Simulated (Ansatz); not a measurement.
CdGeH5N, SMILES [NH2][Cd][GeH3]. Atoms are numbered in the order given.

```xyz
8

Cd     0.4477     0.6540    -0.2692
N      0.6376     2.3974    -1.3016
H      0.0850     3.1828    -0.9554
H      0.4686     2.3406    -2.3067
Ge     0.4144    -1.5038     1.0647
H      1.3163    -2.5908     0.4322
H      0.9093    -1.3009     2.5167
H     -1.0096    -2.1017     1.1561
```
Charge 0, spin multiplicity 1.

Coordinates come from a B3LYP-D3(BJ)/def2-SVP optimisation. The structure was generated by enumeration; whether it is a known compound was not checked. The def2 effective core potentials stand for the cores of Cd; spin–orbit coupling is left out. Other conformers were not sampled.

Two levels are set side by side: PBE-D3(BJ)/def2-SVP (Ansatz, a program for electronic structure) and B3LYP-D3(BJ)/def2-SVP (Ansatz). Each level has its own optimised geometry; the coordinates shown are those of the second. Differences are taken from unrounded values.

| quantity | B3LYP-D3(BJ) | PBE-D3(BJ) | PBE-D3(BJ) minus B3LYP-D3(BJ) |
|---|---|---|---|
| mean bond length (Å) | 1.608 | 1.614 | 0.006 |
| bond Cd1–N2 (Å) | 2.035 | 2.040 | 0.005 |
| bond Cd1–Ge5 (Å) | 2.537 | 2.529 | -0.008 |
| bond N2–H3 (Å) | 1.021 | 1.030 | 0.009 |
| bond N2–H4 (Å) | 1.021 | 1.030 | 0.009 |
| bond Ge5–H6 (Å) | 1.548 | 1.556 | 0.008 |
| bond Ge5–H7 (Å) | 1.547 | 1.556 | 0.009 |
| bond Ge5–H8 (Å) | 1.547 | 1.555 | 0.008 |

Exact exchange shortens and stiffens bonds; PBE has none. Differences between two approximate levels are no errors against the true value.
